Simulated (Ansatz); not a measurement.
Results of the Gaussian-basis code of Ansatz.

Basis-set series for `C[CH2][Mg][O][SiH3]`. Charge 0, multiplicity 1. The structure was optimised at the PBE0-D4/def2-TZVP level. It is one conformer, not always the lowest.

```tsv
functional	basis	functions	energy (Eh)	HOMO (eV)	LUMO (eV)
PBE0-D4	def2-SVP	118	-645.20496	-6.94	-0.91
PBE0-D4	def2-TZVPP	279	-645.56083	-6.93	-1.04
ωB97M-V	def2-SVP	118	-645.49454	-9.15	0.29
ωB97M-V	def2-TZVPP	279	-645.85789	-9.15	0.16
```

**Question.** Give the rows for def2-QZVPP. (An estimate is asked.)

**Answer.** The calculation gave: 
```csv
functional,basis,functions,energy (Eh),HOMO (eV),LUMO (eV)
PBE0-D4,def2-QZVPP,544,-645.59031,-6.92,-1.08
ωB97M-V,def2-QZVPP,544,-645.88541,-9.14,-0.03
```

Positive LUMOs are unbound and depend on the basis.
